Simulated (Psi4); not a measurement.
Intermolecular potential of H3N ··· HF (SMILES N and F). Monomers: optimised at B3LYP-D3(BJ) (def2-TZVP), held rigid. Orientation: a random orientation, not optimised. R is the distance of the centres of mass, along which the second monomer moves.

Geometry at R = 3.43 Å (first 4 atoms: monomer A):
```
6

N      0.0001     0.0021     0.2791
H      0.9369    -0.1060    -0.0927
H     -0.5597    -0.7594    -0.0870
H     -0.3773     0.8633    -0.0993
F     -2.6787     2.0910     0.4095
H     -2.6093     3.0112     0.4649
```

Method: SAPT0/jun-cc-pVDZ, frozen core in Psi4 1.11.

Components in kJ/mol:

| R / Å | electrostatics | exchange | induction | dispersion | total |
|---|---|---|---|---|---|
| 2.81 | -9.49 | 22.35 | -2.56 | -3.53 | 6.77 |
| 3.03 | -4.91 | 9.63 | -1.22 | -2.11 | 1.39 |
| 3.26 | -2.68 | 3.98 | -0.59 | -1.28 | -0.57 |
| 3.43 | -1.83 | 2.06 | -0.36 | -0.90 | -1.02 |
| 3.65 | -1.21 | 0.87 | -0.20 | -0.59 | -1.13 |
| 3.82 | -0.93 | 0.44 | -0.14 | -0.43 | -1.05 |
| 4.15 | -0.61 | 0.12 | -0.07 | -0.25 | -0.82 |
| 4.41 | -0.47 | 0.04 | -0.05 | -0.17 | -0.64 |
| 4.94 | -0.29 | 0.00 | -0.02 | -0.08 | -0.39 |
| 5.62 | -0.17 | 0.00 | -0.01 | -0.04 | -0.21 |
| 6.64 | -0.09 | 0.00 | 0.00 | -0.01 | -0.10 |
| 7.91 | -0.04 | 0.00 | 0.00 | 0.00 | -0.05 |
